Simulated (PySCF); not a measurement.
**Computed NMR parameters against published values**

Molfile (atoms numbered from 1):
```
C11H9N
     RDKit          3D

 21 22  0  0  0  0  0  0  0  0999 V2000
    2.9771    0.1369   -0.2074 C   0  0  0  0  0  0  0  0  0  0  0  0
    2.3212    1.2116    0.3915 C   0  0  0  0  0  0  0  0  0  0  0  0
    0.9399    1.1816    0.5614 C   0  0  0  0  0  0  0  0  0  0  0  0
    0.1901    0.0740    0.1400 C   0  0  0  0  0  0  0  0  0  0  0  0
   -1.2770    0.0427    0.3193 C   0  0  0  0  0  0  0  0  0  0  0  0
   -1.9502   -1.1401    0.6509 C   0  0  0  0  0  0  0  0  0  0  0  0
   -3.3344   -1.1160    0.8035 C   0  0  0  0  0  0  0  0  0  0  0  0
   -4.0764   -0.0222    0.6516 N   0  0  0  0  0  0  0  0  0  0  0  0
   -3.4405    1.1038    0.3383 C   0  0  0  0  0  0  0  0  0  0  0  0
   -2.0617    1.1924    0.1627 C   0  0  0  0  0  0  0  0  0  0  0  0
    0.8620   -1.0020   -0.4573 C   0  0  0  0  0  0  0  0  0  0  0  0
    2.2426   -0.9696   -0.6319 C   0  0  0  0  0  0  0  0  0  0  0  0
    4.0608    0.1618   -0.3435 H   0  0  0  0  0  0  0  0  0  0  0  0
    2.8906    2.0785    0.7350 H   0  0  0  0  0  0  0  0  0  0  0  0
    0.4352    2.0183    1.0501 H   0  0  0  0  0  0  0  0  0  0  0  0
   -1.3984   -2.0685    0.8127 H   0  0  0  0  0  0  0  0  0  0  0  0
   -3.8688   -2.0357    1.0696 H   0  0  0  0  0  0  0  0  0  0  0  0
   -4.0637    1.9967    0.2108 H   0  0  0  0  0  0  0  0  0  0  0  0
   -1.6061    2.1442   -0.1185 H   0  0  0  0  0  0  0  0  0  0  0  0
    0.2904   -1.8628   -0.8122 H   0  0  0  0  0  0  0  0  0  0  0  0
    2.7480   -1.8121   -1.1099 H   0  0  0  0  0  0  0  0  0  0  0  0
  1  2  2  0
  2  3  1  0
  3  4  2  0
  4  5  1  0
  5  6  2  0
  6  7  1  0
  7  8  2  0
  8  9  1  0
  9 10  2  0
  4 11  1  0
 11 12  2  0
 12  1  1  0
 10  5  1  0
  1 13  1  0
  2 14  1  0
  3 15  1  0
  6 16  1  0
  7 17  1  0
  9 18  1  0
 10 19  1  0
 11 20  1  0
 12 21  1  0
M  END
```

The calculation (PySCF): GIAO PBE0/pcSseg-1 shieldings, structure optimised with PBE0-D3(BJ)/def2-SVP. In vacuum, no relativistic terms, one conformer, rapidly exchanging positions averaged.

Reference values: estimated from measurements, as parent shift plus tabulated substituent increment (solution, not stated per compound (mostly CDCl3 or CCl4); Pretsch, Buehlmann, Badertscher, Structure Determination of Organic Compounds, 4th ed. (2009)).
| atoms | quantity | reference | computed | computed, scaled |
| --- | --- | --- | --- | --- |
| C7/C9 | δ $^{13}$C | 150.2 | 156.3 | 150.4 |
| C5 | δ $^{13}$C | 148.1 | 153.8 | 148.1 |
| C2/C12 | δ $^{13}$C | 129.0 | 134.7 | 129.5 |
| C1 | δ $^{13}$C | 129.0 | 134.5 | 129.4 |
| C3/C11 | δ $^{13}$C | 126.9 | 133.3 | 128.2 |
| C6/C10 | δ $^{13}$C | 121.5 | 126.6 | 121.8 |

Computed shifts are σ(ref) − σ with the named reference compound (TMS for H and C) calculated as an isolated molecule at the same level. The measured values may be among those fitted. Shieldings were converted by linear fits to measured shifts (mostly CDCl3, TMS scale, for H and C): $^{13}$C (scatter 1.9 ppm rms, 2.2 ppm with the 22 outliers that the fit left out). A few per cent of atoms miss by over 2 rms, more outside the fitted compound classes.

How far are the unscaled $^{13}$C shifts from the references?

Results:

Mean signed difference +5.75 ppm, mean absolute 5.75 ppm over 6 comparisons; the largest is +6.4 ppm at C3/C11 (aromatic CH).

6 of the 12 published NMR values on file for this molecule are compared.
